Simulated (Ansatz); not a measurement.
Two structures, one formula

The two ends of one reaction step of ZnH₃ClO, closed shell (PBE0-D4/def2-TZVP).

A:

```json
{"atom": "Zn1", "x (Å)": "-0.6767", "y (Å)": "-0.2994", "z (Å)": "-0.3489"}
{"atom": "O2", "x (Å)": "0.1019", "y (Å)": "-1.0307", "z (Å)": "1.0656"}
{"atom": "Cl3", "x (Å)": "-1.5979", "y (Å)": "0.5591", "z (Å)": "-2.0162"}
{"atom": "H4", "x (Å)": "1.3456", "y (Å)": "1.0813", "z (Å)": "0.2360"}
{"atom": "H5", "x (Å)": "1.1483", "y (Å)": "1.5070", "z (Å)": "-0.3506"}
{"atom": "H6", "x (Å)": "-0.3212", "y (Å)": "-1.8173", "z (Å)": "1.4140"}
```

B:

```tsv
atom	x (Å)	y (Å)	z (Å)
Zn1	-0.0519	0.8627	-0.7873
O2	0.1650	-0.4580	0.9717
Cl3	-1.6909	-0.3703	-1.4634
H4	0.9910	-0.8166	1.3074
H5	1.0048	1.9770	-0.7773
H6	-0.4179	-1.1949	0.7489
```

Ansatz 0.2.0; basis: def2-TZVPP; cores frozen in the correlated methods. The 3s and 3p shells of Cu and Zn are frozen; filled d shells are correlated. B3LYP uses VWN-RPA correlation.

(1) Which structure is lower at CCSD(T), and by how much? (An estimate is asked for; the value comes from the calculation.)

T1 diagnostic: at most 0.016.

## Answers

(1) Computed: B, by 8.90 kcal/mol (electronic energy, against the other). By their contacts, A is a complex of ZnHClO ([OH][Zn][Cl]) + H₂ and B is ZnH₃ClO ([OH2][ZnH][Cl]).

All methods give the same order:

```csv
method,E(B) − E(A) (kcal/mol)
SPW92,-13.16
PBE-D4,-8.98
BLYP-D4,-7.31
r2SCAN-D4,-9.57
B97M-V,-11.74
PBE0-D4,-10.90
B3LYP-D4,-9.24
r2SCAN0-D4,-11.15
BHLYP-D4,-11.20
CAM-B3LYP-D4,-10.24
wB97X-V,-9.66
wB97M-V,-10.88
B2PLYP,-8.15
PBE-QIDH,-10.11
RPA on PBE,-7.74
HF,-11.76
MP2,-7.08
CCSD,-9.50
CCSD(T),-8.90
```

Labels in which every atom is bracketed show which atoms are joined, not bond orders.

For scale, one of the runs: CCSD(T)/def2-TZVPP, 179 basis functions (an equivalent command: `ansatz run in.yaml --threads 4`). The run took 26 s on 4 CPU threads (shared host), with 1.6 GiB of host memory at its peak.
